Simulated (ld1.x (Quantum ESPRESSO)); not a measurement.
## Transferability test, PAW potential for Ga

gallium, PAW, made with ld1.x (Quantum ESPRESSO) 7.5 (LDA (PZ), fully relativistic). Core [Ne] 3s2, reference 3p6 3d10 4s1.5 4p1.5. Waves: 4s (bound): rcut 2.05, rcutus 2.40 bohr; 4s channel at 0.4 Ry: rcut 2.05, rcutus 2.40 bohr; 3p (bound): rcut 1.10, rcutus 1.50 bohr; 4p (bound): rcut 1.10, rcutus 1.50 bohr; 3d (bound): rcut 1.05, rcutus 1.35 bohr; 3d channel at 0.7 Ry: rcut 1.05, rcutus 1.35 bohr. Local part: all-electron potential smoothed inside 1.10 bohr (lloc = -1). Core correction: a·sin(br)/r model core inside 0.75 bohr. Augmentation charge: PSQ, inside the norm-conserving radii.

Open shells are filled in proportion to 2j + 1 (rel_dist='average').

Energies are relative to the spin-unpolarised reference configuration 3p6 3d10 4s1.5 4p1.5; without spin polarisation the order of configurations can differ from experiment. Not all tests gave a result: 3 of 7 tests not solved or not reliable. Left out of the table: 3p6 3d9 4s0 4p0 (solver errors, printed error -4664 eV); 3p6 3d9 4s2 4p1 (solver errors, printed error -4.2 eV); 3p6 3d10 4s0 4p3 (solver errors, printed error -3.3 eV).

| valence configuration | charge | ΔE all-electron (eV) | error AE − PS (meV) |
| --- | --- | --- | --- |
| 3p6 3d10 4s2 4p0 | +1 | 2.628 | 0.0 |
| 3p6 3d10 4s1 4p0 | +2 | 24.131 | -0.8 |

Task: What are ΔE and the potential's error for 3p6 3d10 4s2 4p1?

Result: ΔE = -3.262 eV all-electron; the error (AE − PS) is -0.1 meV.

Task: What are ΔE and the potential's error for 3p6 3d10 4s0 4p0?

Result: ΔE = 55.731 eV all-electron; the error (AE − PS) is -2.8 meV.

Levels in the configuration 3p6 3d10 4s1 4p0:

```tsv
level	all-electron (eV)	pseudo (eV)
3p j=1/2	-121.550	-121.539
3p j=3/2	-117.913	-117.902
3d j=3/2	-40.012	-40.002
3d j=5/2	-39.544	-39.534
4s j=1/2	-26.475	-26.476
```

The ghost test of this file was not conclusive.
